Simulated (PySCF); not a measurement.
**A small calculation by hand: oscillator strength and radiative lifetime**

C3H9NSi, SMILES N(/C)=C\[SiH2]C.

Geometry: r2SCAN-D4/def2-SVP. The structure was generated by enumeration; whether it is a known compound was not checked. One conformer was computed; it need not be the lowest.

TDA-PBE/def2-SVPD run with PySCF 2.14.0 puts the first singlet state with f over 0.02 at 5.96 eV (vertical), with the transition dipole (-0.350, 0.564, 0.000) in atomic units.

Find the oscillator strength, the wavelength and the radiative lifetime that this transition would have in vacuum if emission retraced absorption.


|μ|² = 0.4406 au, so |μ| = 1.69 D. ΔE = 5.96/27.211 = 0.2190 hartree. f = (2/3) ΔE |μ|² = 0.064 (the program prints 0.064).
λ = 1239.84/5.96 = 208 nm; ν = 48071 cm⁻¹.
Einstein's coefficient A = 0.6670 ν² f s⁻¹ (ν in cm⁻¹) = 9.9e7 s⁻¹, so τ = 1/A = 10 ns. This state is S3; the lower singlets have f = 0.003, 0.002. The figure is the radiative limit of this one transition; relaxation, internal conversion, crossing to triplets and a medium change what is measured.
